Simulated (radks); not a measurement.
Species: Re II. Configuration: [Xe] 4f14 5d5.25 6s0.75 (fractional occupations, a model configuration). Method: scalar-relativistic Kohn-Sham, PBEsol, spin-unpolarised, spherical densities, finite nucleus; Fermi nuclear charge, rms radius 5.3698 fm; computed with a radial shooting solver on a logarithmic mesh with Libxc functionals.

Normalised radial functions P(r) = r R(r), r in bohr:

| r | 5s | 5p |
|---|---|---|
| 0.001667 | 0.0987 | 0.0043 |
| 0.002242 | 0.1201 | 0.0070 |
| 0.003038 | 0.1440 | 0.0116 |
| 0.004117 | 0.1677 | 0.0191 |
| 0.00558 | 0.1872 | 0.0311 |
| 0.007562 | 0.1956 | 0.0498 |
| 0.01025 | 0.1831 | 0.0780 |
| 0.01378 | 0.1395 | 0.1167 |
| 0.01867 | 0.0529 | 0.1676 |
| 0.02531 | -0.0743 | 0.2225 |
| 0.0343 | -0.2145 | 0.2611 |
| 0.04649 | -0.3019 | 0.2470 |
| 0.063 | -0.2465 | 0.1381 |
| 0.08471 | -0.0109 | -0.0679 |
| 0.1148 | 0.3125 | -0.2998 |
| 0.1556 | 0.4289 | -0.3626 |
| 0.2109 | 0.0961 | -0.0974 |
| 0.2858 | -0.4662 | 0.3606 |
| 0.3873 | -0.5980 | 0.5482 |
| 0.5249 | 0.0257 | 0.1446 |
| 0.7057 | 0.8480 | -0.5605 |
| 0.9564 | 1.1705 | -1.0279 |
| 1.296 | 0.8555 | -0.9539 |
| 1.757 | 0.3758 | -0.5616 |
| 2.381 | 0.0970 | -0.2142 |
| 3.227 | 0.0133 | -0.0497 |
| 4.338 | 0.0009 | -0.0065 |
| 5.879 | 0.0000 | -0.0004 |
| 7.968 | 0.0000 | 0.0000 |

5s: eigenvalue -92.361 eV, 4 radial nodes at r = 0.0214, 0.0856, 0.222, 0.520 bohr, <r> = 1.04 bohr, 90 % of the charge inside 1.49 bohr. 5p: eigenvalue -54.217 eV, 3 radial nodes at r = 0.0777, 0.226, 0.559 bohr, <r> = 1.21 bohr, 90 % of the charge inside 1.77 bohr.
